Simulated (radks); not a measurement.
Charge is removed step by step from the 4s1/2 level of the palladium ion Pd2+, starting from [Kr] 4d8. Method: Dirac Kohn-Sham, PBE, spin-unpolarised, spherical densities, point nucleus; open shells fill j = l - 1/2 first; computed with a radial shooting solver on a logarithmic mesh with Libxc functionals.

| removed (e) | E - E(0) (eV) | eigenvalue (eV) | E minus straight line (eV) |
|---|---|---|---|
| 0 | 0.000 | -110.36 | 0.000 |
| 0.1 | 11.121 | -112.05 | -0.784 |
| 0.2 | 22.411 | -113.76 | -1.399 |
| 0.3 | 33.873 | -115.48 | -1.841 |
| 0.4 | 45.508 | -117.22 | -2.111 |
| 0.5 | 57.318 | -118.98 | -2.206 |
| 0.6 | 69.305 | -120.76 | -2.124 |
| 0.7 | 81.470 | -122.54 | -1.864 |
| 0.8 | 93.814 | -124.35 | -1.424 |
| 0.9 | 106.34 | -126.17 | -0.803 |
| 1 | 119.05 | -128.00 | 0.000 |

Removing the whole electron costs 119.05 eV by Delta-SCF, against 110.36 eV from minus the eigenvalue at the starting occupation. Slater's transition state (half an electron removed) gives 118.98 eV. Integrating minus the eigenvalue over the occupation (Janak's theorem) gives 119.05 eV. The mean slope of the eigenvalue, de/dn, is 17.6 eV per electron.
